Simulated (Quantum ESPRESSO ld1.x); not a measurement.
Task: The iron ion Fe22+, 4 electrons, occupied as [He] 2s1.75 2p0.25 (fractional occupations, a model configuration). All-electron calculation, scalar-relativistic Kohn-Sham, PW91, spin-unpolarised, spherical densities, point nucleus. Program: ld1.x of Quantum ESPRESSO 7.5. Some entries of the table are withheld. Estimate them.

| orbital | occ. | eigenvalue (eV) | r(max) (bohr) | <r^2> (bohr^2) |
|---|---|---|---|---|
| 1s | 2 | (1) | 0.038 | (2) |
| 2s | 1.75 | (3) | (4) | 0.06864 |
| 2p | 0.25 | (5) | 0.165 | (6) |

Result: 
(1) 1s eigenvalue (eV): -8394.95
(2) 1s <r^2> (bohr^2): 0.004524
(3) 2s eigenvalue (eV): -1907.44
(4) 2s r(max) (bohr): 0.210
(5) 2p eigenvalue (eV): -1839.29
(6) 2p <r^2> (bohr^2): 0.05186
